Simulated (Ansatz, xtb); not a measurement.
Relative energy of two structures of AlGeH7LiN

Structure a: a singlet given by its coordinates. Structure b: a singlet given by its coordinates. Both are isolated molecules in the gas phase, relaxed with PBE0-D3(BJ)/def2-SVP.

a (Å):

```json
{"atom": "Al", "x (Å)": "-0.5442", "y (Å)": "0.2358", "z (Å)": "0.5001"}
{"atom": "Ge", "x (Å)": "1.3845", "y (Å)": "0.8757", "z (Å)": "-0.9023"}
{"atom": "Li", "x (Å)": "-2.3530", "y (Å)": "-0.3626", "z (Å)": "1.7856"}
{"atom": "N", "x (Å)": "-2.2974", "y (Å)": "-0.1664", "z (Å)": "-0.1636"}
{"atom": "H", "x (Å)": "-2.7919", "y (Å)": "0.5919", "z (Å)": "-0.6333"}
{"atom": "H", "x (Å)": "-2.3768", "y (Å)": "-0.9757", "z (Å)": "-0.7791"}
{"atom": "H", "x (Å)": "-1.1144", "y (Å)": "1.2591", "z (Å)": "1.6757"}
{"atom": "H", "x (Å)": "-0.4849", "y (Å)": "-1.1207", "z (Å)": "1.4545"}
{"atom": "H", "x (Å)": "1.1342", "y (Å)": "2.1647", "z (Å)": "-1.7231"}
{"atom": "H", "x (Å)": "2.6724", "y (Å)": "1.1407", "z (Å)": "-0.0876"}
{"atom": "H", "x (Å)": "1.7617", "y (Å)": "-0.2073", "z (Å)": "-1.9429"}
```

Close contacts (Å): Al1–Ge2 2.47, Al1–Li3 2.30, Al1–N4 1.92, Li3–N4 1.96, Al1–H7 1.66, Al1–H8 1.66, Ge2–H9 1.55, Ge2–H10 1.55, Ge2–H11 1.55, Li3–H7 2.04, Li3–H8 2.04, N4–H5 1.02, N4–H6 1.02.

b (Å):

```xyz
11

Al   -1.2723   -0.5686    0.3083
Ge    0.3956    2.1935    0.6865
Li   -1.5148    0.9851   -1.6495
N    -0.0659    0.7772   -0.4208
H     0.7920    0.3489   -0.7757
H    -0.6819   -2.0384    0.0623
H    -1.7836   -0.1095    1.7582
H    -2.4790   -0.2328   -0.8482
H    -0.8920    3.0108    0.9152
H     0.9676    1.7334    2.0419
H     1.4383    3.0804   -0.0318
```

Close contacts (Å): Al1–Li3 2.51, Al1–N4 1.95, Ge2–N4 1.86, Li3–N4 1.91, Al1–H6 1.60, Al1–H7 1.60, Al1–H8 1.70, Ge2–H9 1.54, Ge2–H10 1.54, Ge2–H11 1.55, Li3–H8 1.75, N4–H5 1.02.

Problem. Which of the two would you expect CCSD(T)/def2-SVP + ΔMP2/def2-TZVPP electronic energies to favour?

Solution. Structure a; the calculation gives E(b) − E(a) = +4.7 kcal/mol.

Level by level:

```csv
level,geometry,E(b) − E(a) (kcal/mol),departure from the last row (kcal/mol),"job, with rough time for the two"
PBE0-D3(BJ)/def2-SVP,PBE0-D3(BJ)/def2-SVP,+7.4,+2.7,"optimisation, 2.1 min"
HF/def2-SVP,PBE0-D3(BJ)/def2-SVP,+1.1,−3.5,part of the CCSD(T) run
MP2/def2-SVP,PBE0-D3(BJ)/def2-SVP,+2.0,−2.7,part of the CCSD(T) run
CCSD(T)/def2-SVP,PBE0-D3(BJ)/def2-SVP,+3.0,−1.7,single point
CCSD(T)/def2-SVP + ΔMP2/def2-TZVPP,PBE0-D3(BJ)/def2-SVP,+4.7,,"single point, 30 s"
```

None of the levels shown reverses the order. The largest departure from CCSD(T)/def2-SVP + ΔMP2/def2-TZVPP is that of HF/def2-SVP, 3.5 kcal/mol. Levels run at GFN2-xTB geometries aren't shown. The last row adds to CCSD(T) the change of the MP2 difference between the two basis sets, here +1.7 kcal/mol.

With harmonic frequencies from PBE0-D3(BJ)/def2-SVP (ideal gas, rigid rotor, one conformer each, 298.15 K, 1 atm): on the last row, ΔE + ΔZPE = +3.0 kcal/mol. A mode under 50 cm⁻¹ makes harmonic enthalpies and free energies unreliable, so none is given.

The correlated steps freeze 15 core orbitals; the filled d shell of Ge is correlated; the last core shell of Li is correlated, in a basis made for valence electrons. Run with Ansatz 0.2.0; the last row on 2 threads of Arm Neoverse V1 on a shared host.
